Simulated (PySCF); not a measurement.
C5H6F2.
Atom-mapped SMILES: `[F:1][C@@H:2]1[CH:3]=[CH:4][CH2:5][C@@H:6]1[F:7]`

Geometry (GFN2-xTB, Å), atoms numbered from 1 in this order:
```
atom  x, y, z in Å
F1    -2.1186   -0.2883   -1.0500
C2    -1.2220   -0.0051   -0.0523
C3    -0.4479    1.2592   -0.2968
C4     0.8410    1.0883   -0.0583
C5     1.1655   -0.3141    0.3625
C6    -0.1250   -1.0919    0.0642
F7     0.0062   -1.7499   -1.1343
H8    -1.8125    0.0571    0.8740
H9    -0.9446    2.1555   -0.6188
H10    1.6059    1.8400   -0.1352
H11    1.4113   -0.3572    1.4249
H12    2.0005   -0.7309   -0.2017
H13   -0.3642   -1.8623    0.8040
```

NICS = −σ at a ghost point: NICS(0) at the centroid of the ring atoms, NICS(1) 1 Å to either side along the normal of their mean plane, zz for the tensor component along that normal. Level: GIAO PBE0/pcSseg-1 (PySCF, non-relativistic, gas phase) on the GFN2-xTB geometry, one conformer.

Ring bond lengths (Å), with Mayer bond orders in brackets: C2–C3 1.503 (1.00), C3–C4 1.322 (1.86), C4–C5 1.500 (1.03), C5–C6 1.536 (1.00), C6–C2 1.548 (0.97).

Task: What do the NICS probes read (ppm)?

Result: 
```json
{"ring": "C2–C3–C4–C5–C6", "type": "5-membered carbocycle; formal bonds 1 double, 4 single", "NICS(0)": "-1.7", "NICS(1), two faces": "-2.5 / -4.3", "NICS(1)zz, two faces": "-0.7 / -4.8", "rms pucker (Å)": "0.09", "centre to ring atoms, mean (Å)": "1.25"}
```

Task: What do they say, and how far can they be read as aromaticity?

Result: 
- C2–C3–C4–C5–C6: mean NICS(1)zz -2.7 ppm, near zero. C2, C5, C6 have four or more neighbours, and the NICS criterion for π rings isn't applied. The two faces differ by 4.1 ppm, so no symmetry operation interchanges them.

Task: At the first NICS(1) probe listed for ring C2–C3–C4–C5–C6, 1 Å off the ring, how large is the induced field along the normal in 7.05 T applied along it?

Result: NICSzz × B0 = -0.7 ppm × 7.05 T = -5 μT, against the applied field.

Task: How shielded are the nuclei of the rings and their hydrogens (means over atoms taken as equivalent)?

Result: 
```json
{"atoms": "C2", "environment": "sp3 C–F carbon", "σ isotropic (ppm)": "87.1"}
{"atoms": "C3", "environment": "alkene CH carbon", "σ isotropic (ppm)": "48.1"}
{"atoms": "C4", "environment": "alkene CH carbon", "σ isotropic (ppm)": "46.8"}
{"atoms": "C5", "environment": "allylic carbon", "σ isotropic (ppm)": "142.3"}
{"atoms": "C6", "environment": "sp3 C–F carbon", "σ isotropic (ppm)": "94.2"}
{"atoms": "H8", "environment": "methine hydrogen", "σ isotropic (ppm)": "26.07"}
{"atoms": "H9", "environment": "vinylic hydrogen", "σ isotropic (ppm)": "25.48"}
{"atoms": "H10", "environment": "vinylic hydrogen", "σ isotropic (ppm)": "25.51"}
{"atoms": "H11", "environment": "methylene hydrogen", "σ isotropic (ppm)": "29.05"}
{"atoms": "H12", "environment": "methylene hydrogen", "σ isotropic (ppm)": "28.84"}
{"atoms": "H13", "environment": "methine hydrogen", "σ isotropic (ppm)": "26.45"}
```
